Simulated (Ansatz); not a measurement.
Coupled-cluster diagnostics for the cluster AlSi₅ (the lowest doublet isomer of a short search), Ansatz.

Geometry of the doublet (r2SCAN-D4/def2-SVP):

```xyz
6

Al    2.040   -0.082    0.675
Si   -0.413    1.636   -1.221
Si   -0.171    0.910    1.040
Si   -0.231   -1.579    0.982
Si   -1.724   -0.318   -0.306
Si    0.498   -0.567   -1.169
```

Correlated methods freeze 30 core orbitals. The structure comes from a short search, and lower isomers may exist.

Task: Estimate the CCSD(T) correlation energy, the shares of MP2 and (T), T1 and the reference's ⟨S²⟩ for: charge 0, doublet, own geometry in def2-TZVP; and the rough time on 4 threads of AMD EPYC 9B14 on a shared host.

Result: 
```json
{"state": "charge 0, doublet, own geometry", "basis": "def2-TZVP", "correlation (eV)": "-19.435", "MP2 share (%)": "91.2", "(T) share (%)": "9.2", "T1": "0.042", "⟨S²⟩ (pure)": "1.00 (0.75)", "wall time": "6.5 min", "remarks": "spin-contaminated (⟨S²⟩ 1.00)"}
```
Customary marks for T1 are 0.02 (closed shells), 0.045 (open shells) and about 0.05 (3d metals). T1 exceeds 0.02 in 1 of 1 rows and 0.045 in 0; the higher it lies, the less the single-reference result can be trusted.
